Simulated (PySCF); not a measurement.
Compound: C₂H₁₀F₃PSi₃.
Bonds: F1–C2, C2–F3, C2–F4, C2–C5, C5–Si6, Si6–P7, P7–Si8, P7–Si9. Hydrogens: H10, H11 on C5; H12, H13 on Si6; H14, H15, H16 on Si8; H17, H18, H19 on Si9.

The same species was optimised twice, with GFN2-xTB and with PBE0-D3(BJ)/def2-SVP (PySCF), and the same property calculations (PySCF, gas phase) were run on both structures.

```csv
coordinate,GFN2-xTB,PBE0-D3(BJ)/def2-SVP,change
Si6–P7 (Å),2.217,2.258,+0.041
P7–Si8 (Å),2.225,2.260,+0.035
P7–Si9 (Å),2.234,2.259,+0.025
C2–C5 (Å),1.491,1.502,+0.011
F1–C2 (Å),1.347,1.336,-0.011
C5–Si6 (Å),1.907,1.898,-0.009
C2–F3 (Å),1.345,1.338,-0.007
C2–F4 (Å),1.344,1.340,-0.004
Si6–P7–Si9 (°),103.1,96.8,-6.3
C2–C5–Si6 (°),108.9,115.2,+6.3
Si8–P7–Si9 (°),102.7,97.5,-5.2
Si6–P7–Si8 (°),99.2,96.6,-2.6
F1–C2–C5 (°),113.5,111.9,-1.6
F1–C2–F3 (°),105.7,107.2,+1.5
F1–C2–F4 (°),105.8,107.2,+1.4
F3–C2–F4 (°),105.9,107.2,+1.3
F1–C2–C5–Si6 (°),-178,-175,+3
C2–C5–Si6–P7 (°),-179,-174,+5
C5–Si6–P7–Si8 (°),-179,177,-4
```

Rotational constants: A = 1541, B = 364.1, C = 323.8 MHz (GFN2-xTB) against A = 1558, B = 359.7, C = 324.3 MHz (PBE0-D3(BJ)/def2-SVP). Point groups within 0.08 Å: C1 and C1.

On the GFN2-xTB structure: HOMO (eV) -7.36 [PBE0/pcSseg-1]; LUMO (eV) -0.32 [PBE0/pcSseg-1]; dipole (D) 2.43 [PBE0/pcSseg-1]; GIAO shielding of F1/F3/F4 (mean) (ppm) 243.2 [PBE0/pcSseg-1]; GIAO shielding of C2 (ppm) 50.7 [PBE0/pcSseg-1]; GIAO shielding of C5 (ppm) 163.8 [PBE0/pcSseg-1]; GIAO shielding of Si6 (ppm) 392.1 [PBE0/pcSseg-1]; GIAO shielding of P7 (ppm) 687.0 [PBE0/pcSseg-1]; GIAO shielding of Si8/Si9 (mean) (ppm) 428.5 [PBE0/pcSseg-1].

Problem. What do these properties become on the PBE0-D3(BJ)/def2-SVP structure?

Solution. 
```tsv
property	level	on GFN2-xTB	on PBE0-D3(BJ)/def2-SVP	change
HOMO (eV)	PBE0/pcSseg-1	-7.36	-7.61	-0.25
LUMO (eV)	PBE0/pcSseg-1	-0.32	-0.33	-0.01
dipole (D)	PBE0/pcSseg-1	2.43	1.91	-0.52
energy, GFN2-xTB geometry as zero (kcal/mol)	PBE0/pcSseg-1	0.0	-2.8	-2.8
GIAO shielding of F1/F3/F4 (mean) (ppm)	PBE0/pcSseg-1	243.2	249.0	+5.8
GIAO shielding of C2 (ppm)	PBE0/pcSseg-1	50.7	53.0	+2.3
GIAO shielding of C5 (ppm)	PBE0/pcSseg-1	163.8	162.4	-1.4
GIAO shielding of Si6 (ppm)	PBE0/pcSseg-1	392.1	387.1	-5.0
GIAO shielding of P7 (ppm)	PBE0/pcSseg-1	687.0	682.5	-4.5
GIAO shielding of Si8/Si9 (mean) (ppm)	PBE0/pcSseg-1	428.5	418.5	-10.0
```

The heavy atoms differ by 0.127 Å rms after alignment. Among bonds between heavy atoms Si6–P7 changes most (+0.041 Å). Changes are differences of the printed values. Neither structure is proved a minimum here.

The values belong to the conformer `[F:1][C:2]([F:3])([F:4])[CH2:5][SiH2:6][P:7]([SiH3:8])[SiH3:9]`: F1–C2–C5–Si6 -175°, C2–C5–Si6–P7 -174°, C5–Si6–P7–Si8 177°.
